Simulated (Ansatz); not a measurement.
C$_{3}$H$_{5}$ClOSi (`C[SiH](Cl)C#CO`), relaxed with RKS PBE-D4/def2-SVP in Ansatz 0.2.0 from a rough embedded geometry. The force threshold is 0.03 eV/Å; the program also tests the step.

Total charge 0; spin multiplicity 1.

Start:

```xyz
11

C    -0.629    1.431   -1.316
Si    0.754    0.330   -0.606
Cl    1.414   -1.001   -2.066
C     0.151   -0.625    0.915
C    -0.160   -1.288    1.827
O    -0.549   -1.982    2.914
H    -1.479    0.773   -1.593
H    -0.301    1.932   -2.161
H    -0.940    2.114   -0.534
H     1.932    1.196   -0.244
H    -0.195   -2.879    2.865
```

Problem. By how much does the energy fall, and how many steps does the optimiser take? (An estimate is asked.)

Solution. Ansatz gave: 43.48 kJ/mol, in 16 steps, 4 of them rejected.

Problem. Which bonds change most? (Best estimate.)

Solution. The calculation gave: Si2–C4 from 1.895 to 1.818 Å; C1–H8 from 1.036 to 1.108 Å; C4–C5 from 1.170 to 1.234 Å; C5–O6 from 1.347 to 1.303 Å.

Problem. Give the relaxed structure. (Estimate.)

Solution. Ansatz gave: 
```xyz
11

C    -0.621    1.402   -1.258
Si    0.758    0.308   -0.609
Cl    1.398   -0.947   -2.164
C     0.180   -0.697    0.792
C    -0.228   -1.399    1.720
O    -0.726   -2.118    2.686
H    -1.484    0.784   -1.575
H    -0.272    1.994   -2.128
H    -0.960    2.099   -0.465
H     1.960    1.109   -0.199
H    -0.004   -2.535    3.201
```
